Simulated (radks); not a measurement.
Values are calculated unless marked as measured or tabulated.
All-electron atom: Zr+ in [Kr] 4d2 5s1. Code: a radial shooting solver on a logarithmic mesh with Libxc functionals. Model: scalar-relativistic Kohn-Sham, BLYP, spin-unpolarised, spherical densities, finite nucleus; Fermi nuclear charge, rms radius 4.2694 fm.

Normalised radial functions P(r) = r R(r), r in bohr:

r              4p       5s       4d
0.003969   0.0047   0.0335   0.0000
0.004584   0.0061   0.0375   0.0000
0.005294   0.0079   0.0417   0.0001
0.006114   0.0102   0.0462   0.0001
0.007061   0.0132   0.0508   0.0001
0.008154   0.0170   0.0555   0.0002
0.009417   0.0218   0.0601   0.0003
0.01088    0.0280   0.0643   0.0004
0.01256    0.0357   0.0681   0.0006
0.01451    0.0454   0.0709   0.0009
0.01675    0.0574   0.0724   0.0014
0.01935    0.0720   0.0722   0.0020
0.02234    0.0897   0.0695   0.0030
0.0258     0.1107   0.0640   0.0043
0.0298     0.1352   0.0551   0.0063
0.03442    0.1629   0.0422   0.0091
0.03975    0.1933   0.0251   0.0131
0.0459     0.2252   0.0040   0.0187
0.05301    0.2567  -0.0205   0.0263
0.06122    0.2849  -0.0472   0.0366
0.07071    0.3059  -0.0739   0.0502
0.08166    0.3148  -0.0976   0.0677
0.09431    0.3061  -0.1148   0.0899
0.1089     0.2742  -0.1213   0.1170
0.1268     0.2108  -0.1124   0.1507
0.1464     0.1208  -0.0866   0.1865
0.1691     0.0042  -0.0438   0.2241
0.1953    -0.1307   0.0126   0.2604
0.2255    -0.2691   0.0755   0.2910
0.2605    -0.3911   0.1339   0.3104
0.3008    -0.4736   0.1751   0.3129
0.3474    -0.4944   0.1868   0.2928
0.4012    -0.4381   0.1608   0.2459
0.4634    -0.3003   0.0960   0.1706
0.5351    -0.0909  0.0000   0.0683
0.618      0.1661  -0.1109  -0.0561
0.7138     0.4360  -0.2140  -0.1945
0.8243     0.6794  -0.2851  -0.3360
0.952      0.8608  -0.3039  -0.4688
1.099      0.9552  -0.2589  -0.5803
1.27       0.9536  -0.1510  -0.6599
1.466      0.8671   0.0051  -0.7014
1.693      0.7222   0.1848  -0.7040
1.956      0.5517   0.3593  -0.6718
2.259      0.3858   0.5018  -0.6114
2.609      0.2457   0.5923  -0.5310
3.013      0.1414   0.6205  -0.4391
3.479      0.0726   0.5876  -0.3440
4.018      0.0328   0.5056  -0.2535
4.64       0.0128   0.3948  -0.1741
5.359      0.0042   0.2779  -0.1101
6.189      0.0011   0.1745  -0.0632
7.148      0.0003   0.0965  -0.0324
8.255      0.0000   0.0464  -0.0146
9.533      0.0000   0.0191  -0.0057
11.01      0.0000   0.0066  -0.0019

4p: eigenvalue -38.955 eV, 2 radial nodes at r = 0.170, 0.564 bohr, <r> = 1.37 bohr, 90 % of the charge inside 2.04 bohr. 5s: eigenvalue -9.949 eV, 4 radial nodes at r = 0.0471, 0.190, 0.535, 1.46 bohr, <r> = 3.42 bohr, 90 % of the charge inside 5.00 bohr. 4d: eigenvalue -9.861 eV, 1 radial node at r = 0.581 bohr, <r> = 2.15 bohr, 90 % of the charge inside 3.47 bohr.
